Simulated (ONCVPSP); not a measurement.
## Before and after: ONCV potential for nitrogen (N)

```
Element                 : nitrogen
Generator               : ONCVPSP 4.0.1
Type                    : optimised norm-conserving Vanderbilt (ONCV)
Functional              : LDA (Perdew-Zunger)
Relativity              : scalar-relativistic
Frozen core             : [He]
Valence charge          : 5
Reference configuration : 2s2 2p3
Partial waves           : 2s: rc 0.90 bohr, ncon 4, nbas 8, qcut 6.8 1/bohr, 2 projectors, debl 2.7 Ha; 2p: rc 2.15 bohr, ncon 4, nbas 7, qcut 5.7 1/bohr, 1 projector
Local potential         : polynomial inside 0.65 bohr (lpopt 5, dvloc0 6 Ha)
Core correction         : Teter function fitted to the true core (icmod 2), fcfact 0.2
```

Change: all radii but the core radius scaled by about 1.20 (s 1.08, p 2.58 bohr); local potential polynomial inside 0.78 bohr (lpopt 5, dvloc0 6 Ha).

Cutoffs: the cutoffs (Ha) at which the residual kinetic energy of the hardest occupied pseudo-wave falls to 1 and 0.1 mHa per electron; they do not see the model core or the augmentation charge, which bear on the density cutoff. Errors are all-electron minus pseudo energies relative to the spin-unpolarised reference configuration.

Task: How do hardness, ghosts and transferability respond?

Result: The potential gets softer (46 Ha and 185 Ha → 23 Ha and 122 Ha); of the 4 tests that both files solve, the error grows in 4 and shrinks in 0 by more than 15 % and 0.3 meV (median size 402.9 → 658.0 meV); neither file shows a bound ghost. A larger radius leaves more room for a smooth pseudo-wave, so fewer plane waves are needed. More of the atom is replaced by a form fitted at one configuration, so other configurations suffer.

```csv
quantity,base,changed
"cutoff, loose",46 Ha,23 Ha
"cutoff, tight",185 Ha,122 Ha
loose cutoff by channel,"s 46 Ha, p 13 Ha","s 23 Ha, p 11 Ha"
bound ghosts,none,none
GHOST(+) flags under 300 eV,none,none
"error for 2s2 2p2, meV [ΔE 13.73 eV]",+80,+143
"error for 2s2 2p1, meV [ΔE 42.70 eV]",+686,+1118
"error for 2s2 2p0, meV [ΔE 89.87 eV]",+2650,+4054
"error for 2s1 2p3, meV [ΔE 25.18 eV]",-120,-198
"rms error of d²Exc/dni dnj with the model core, mHa",1.04,0.41
```
